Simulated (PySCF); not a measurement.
## AuF: frontier orbitals

PBE0 at R = 1.942 Å; PySCF, scalar-relativistic core potentials, basis sets Au cc-pVDZ-PP with ECP60, F cc-pVDZ. State: ¹Σ⁺ (singlet), closed shell. Only the outer orbitals are listed, counted within each symmetry, core potentials removing the inner ones.

```json
{"orbital": "5σ", "occ.": "2", "ε (eV)": "-12.20", "on Au (%)": "39", "main shells (%)": "59 F p, 36 Au d"}
{"orbital": "2π", "occ.": "2", "ε (eV)": "-11.00", "on Au (%)": "52", "main shells (%)": "51 Au d, 48 F p"}
{"orbital": "2π", "occ.": "2", "ε (eV)": "-11.00", "on Au (%)": "52", "main shells (%)": "51 Au d, 48 F p"}
{"orbital": "1δ", "occ.": "2", "ε (eV)": "-9.36", "on Au (%)": "100", "main shells (%)": "100 Au d"}
{"orbital": "1δ", "occ.": "2", "ε (eV)": "-9.36", "on Au (%)": "100", "main shells (%)": "100 Au d"}
{"orbital": "3π", "occ.": "2", "ε (eV)": "-8.53", "on Au (%)": "52", "main shells (%)": "50 Au d, 48 F p"}
{"orbital": "3π", "occ.": "2", "ε (eV)": "-8.53", "on Au (%)": "52", "main shells (%)": "50 Au d, 48 F p"}
{"orbital": "6σ", "occ.": "2", "ε (eV)": "-8.24", "on Au (%)": "82", "main shells (%)": "50 Au d, 31 Au s, 18 F p"}
{"orbital": "7σ", "occ.": "0", "ε (eV)": "-3.97", "on Au (%)": "86", "main shells (%)": "59 Au s, 17 Au p, 14 F p"}
{"orbital": "4π", "occ.": "0", "ε (eV)": "-0.02", "on Au (%)": "98", "main shells (%)": "97 Au p"}
{"orbital": "4π", "occ.": "0", "ε (eV)": "-0.02", "on Au (%)": "98", "main shells (%)": "97 Au p"}
```

Which are the highest filled and the lowest empty level, where do they sit, and how wide is the gap?

Highest filled 6σ at -8.24 eV (in %: 50 Au d, 31 Au s, 18 F p); lowest empty 7σ at -3.97 eV (in %: 59 Au s, 17 Au p, 14 F p); the gap at PBE0 is 4.27 eV.

- bond order (Mayer): 1.03
- ⟨S²⟩: 0.000
- charge on Au (Mulliken, basis-dependent): 0.36
- charge on Au (Löwdin, basis-dependent): 0.25
- dipole moment (positive dipole means Au(−)F(+)): -4.02 D
- polarisability along the bond: 29.2 bohr³
- polarisability across the bond: 25.7 bohr³

Spin–orbit coupling is left out.
